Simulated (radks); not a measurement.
Question: Neutral gold, [Xe] 4f14 5d10 6s1. Calculated with a radial shooting solver on a logarithmic mesh with Libxc functionals: non-relativistic Kohn-Sham, exchange-only LDA, spin-polarised, spherical densities, point nucleus. Every spin shell is full or empty, so the densities are truly spherical. Functionals are evaluated on that one density, not self-consistently. Rank these exchange functionals by their error against the exact value of the orbitals, and give that value: LDA, B88, OPTX, APBE, revTPSS, r2SCAN, Tao-Mo, TASK.

Answer: Exact: -337.881 hartree. From best to worst, with 100 (|E| - |E exact|)/|E exact| (equal figures are ties): B88 +0.11, r2SCAN -0.14, APBE +0.30, Tao-Mo -0.79, revTPSS -0.86, TASK -1.81, OPTX +1.93, LDA -3.77.
